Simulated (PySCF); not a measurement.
How methods differ on the excitation energy of B⁺

B⁺ [He] 2s2 (1S) → B⁺ [He] 2s1 3s1 (3S), as a difference of total energies. All numbers are calculated (PySCF 2.14, the spin-free X2C one-electron Hamiltonian (Gaussian nucleus), in aug-cc-pVDZ-DK (4s3p2d, 23 functions)). Correlated levels: valence: 1s2 frozen. The calculations carry no spin-orbit coupling.

Task: Order these methods by the excitation energy they give, lowest first.
A. SCS-MP2 (valence)
B. CCSD (valence)
C. UHF
D. MP2 (valence)

Result: C (14.848 eV), D (15.659 eV), A (15.888 eV), B (16.238 eV).

Errors of the correlated levels include the incompleteness of this basis and the frozen core.

The promoted electron is Rydberg-like, and one or two diffuse shells describe it only roughly, which tends to raise the upper state.

With two correlated electrons CCSD is exact in that space.

The coupled-cluster amplitudes are large for the lower state (T1 above 0.03 or a double amplitude above 0.15), so a single reference is strained.

For comparison: 16.090 eV (measured; NIST levels).
